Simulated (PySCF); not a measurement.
Te(OMe)(GeH3) (CH6GeOTe), SMILES CO[Te][GeH3]. Atoms are numbered in the order given.

```xyz
10

Te     0.2478    -0.8813     0.3017
O     -1.5539    -0.9070    -0.6804
C     -2.6690    -0.4869     0.0848
H     -2.5993     0.5751     0.4208
H     -3.5512    -0.5758    -0.5866
H     -2.8545    -1.1191     0.9844
Ge     0.6941     1.5904    -0.3215
H      1.9614     2.0454     0.4513
H      0.9175     1.7382    -1.8482
H     -0.5243     2.4482     0.1093
```

Geometry: PBE-D3(BJ)/def2-SVP. This is a generated structure with no PubChem entry under its InChIKey; it may be hypothetical. The def2 effective core potentials stand for the cores of Te; spin–orbit coupling is left out. The values are those of a single conformer.

Computed with PBE/def2-TZVP (PySCF).

Atomic charges (e):

| atom | Mulliken | Löwdin |
|---|---|---|
| Te1 | 0.11 | 0.32 |
| O2 | -0.39 | ___ |
| C3 | -0.18 | ___ |
| H4 | 0.11 | 0.10 |
| H5 | 0.13 | 0.12 |
| H6 | 0.12 | 0.10 |
| Ge7 | 0.06 | ___ |
| H8 | 0.02 | -0.05 |
| H9 | 0.02 | -0.05 |
| H10 | 0.02 | -0.05 |

What belongs in the gaps? (The exact figures need the calculation; the answer reports its results.)


- O2, Löwdin: -0.15
- C3, Löwdin: -0.44
- Ge7, Löwdin: 0.10
